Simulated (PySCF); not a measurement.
GaH2I, SMILES [GaH2][I]. Atoms are numbered in the order given.

```xyz
4

Ga     0.0000     0.0000     1.5324
H      0.0000    -1.4035     2.2114
H      0.0000     1.4035     2.2114
I      0.0000     0.0000    -0.9798
```
Charge 0, spin multiplicity 1.

Coordinates come from a B3LYP-D3(BJ)/def2-TZVP optimisation. The def2 effective core potentials stand for the cores of I; spin–orbit coupling is left out.

The numbers are results of B3LYP-D3(BJ)/def2-TZVP (PySCF), not measurements.

Frequencies are harmonic and unscaled.

| mode | ν (cm⁻¹) | IR (km/mol) | Raman (Å⁴/amu) | depolarisation | moving atoms (share of kinetic energy) |
|---|---|---|---|---|---|
| 1 | 241 | 24.8 | 9.7 | 0.21 | Ga 63 %, I 36 % |
| 2 | 459 | 16.6 | 4.3 | 0.75 | H 96 % |
| 3 | 584 | 65.7 | 2.4 | 0.75 | H 95 % |
| 4 | 720 | 254.4 | 6.1 | 0.65 | H 99 % |
| 5 | 1984 | 92.4 | 359.3 | 0.08 | H 100 % |
| 6 | 2003 | 185.6 | 115.4 | 0.75 | H 98 % |
